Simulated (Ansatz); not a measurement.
Job for Ansatz (a first-principles code): U-B3LYP/def2-TZVPP on FHOPb (SMILES [OH][Pb][F]), a point of a bond scan (R = 0.966 Å). Elements past Kr take the def2 small-core potentials; no spin–orbit coupling.

Ansatz 0.2 input:
```yaml
crystal:
  periodic: [false, false, false]
  atoms:
    - {symbol: Pb, position_ang: [0.11984709, 0.02505711, 0.23369822]}
    - {symbol: F, position_ang: [-0.29894545, 1.35257794, -1.30236435]}
    - {symbol: O, position_ang: [-0.75278508, -1.60708419, -0.73088014]}
    - {symbol: H, position_ang: [-1.11467184, -1.37121089, -1.59493347]}
basis:
  gaussian:
    orbitals: def2-TZVPP
hamiltonian:
  xc: {name: B3LYP}
magnetization: {spin_polarized: true, initial_magnetization: 0}
```

It printed:

```
WARN ansatz: RAYON_NUM_THREADS=2 ignored (pool sized by the plan → 2); use --threads N
Functional definition: B3LYP
integrals: 0.04 GiB planned
796 factors; their error is unknown
mean field: 0.52 GiB planned
mean field evaluation 1: about -10023.7833 eV, gradient 5.6e1 eV
mean field evaluation 2: about -9915.4014 eV, gradient 1.5e2 eV
mean field evaluation 4: about -10033.2222 eV, gradient 2.0e1 eV
mean field evaluation 8: about -10034.4254 eV, gradient 1.1e-1 eV
mean field evaluation 16: about -10034.4703 eV, gradient 1.4e-4 eV
mean field -10034.47029643 eV, -368.7599817856 hartree, gradient 5.8e-5 eV, S^2 0.000000; 0 other end points of the search recorded, 0 dependent functions left out
reference -10034.47050782 eV, -368.7599895541 hartree; 20, 20 occupied and 106, 106 virtual orbitals, 796 factors
Total energy: -10034.47050782 eV, -368.7599895541 hartree
```

The run converged.

Cost: around 4 core-seconds (rough).
